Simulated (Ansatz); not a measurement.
BH₉Si₃ (`[SiH3]B([SiH3])[SiH3]`) from Hartree–Fock to CCSD(T)

| atom | x (Å) | y (Å) | z (Å) |
| --- | --- | --- | --- |
| Si1 | 1.799 | -0.784 | -0.448 |
| B2 | 0.038 | 0.048 | 0.006 |
| Si3 | -0.407 | 0.639 | 1.863 |
| Si4 | -1.359 | 0.195 | -1.416 |
| H5 | 2.170 | -0.637 | -1.883 |
| H6 | 2.941 | -0.330 | 0.390 |
| H7 | 1.577 | -2.240 | -0.183 |
| H8 | -1.458 | 1.693 | 1.915 |
| H9 | -0.969 | -0.594 | 2.498 |
| H10 | 0.757 | 1.087 | 2.675 |
| H11 | -2.759 | 0.176 | -0.910 |
| H12 | -1.097 | 1.550 | -1.995 |
| H13 | -1.232 | -0.804 | -2.513 |

Charge 0, multiplicity 1. The geometry is a stationary point of PBE0-D4/def2-TZVP. Frozen core, restricted reference, Ansatz 0.2.0. CBS rows extrapolate triple and quadruple zeta; past MP2 they add the triple-zeta difference.

| basis | HF (Eh) | MP2 corr. | CCSD corr. | (T) | CCSD(T) total |
| --- | --- | --- | --- | --- | --- |
| def2-SVP | -896.37258 | -0.38891 | -0.47293 | -0.01307 | -896.85858 |
| def2-TZVPP | -896.70712 | -0.48176 | -0.56464 | -0.01980 | -897.29156 |
| def2-QZVPP | -896.73505 | -0.51540 | – | – | – |
| CBS(def2) | -896.73889 | -0.54032 | -0.62320 | as TZ | -897.38189 |
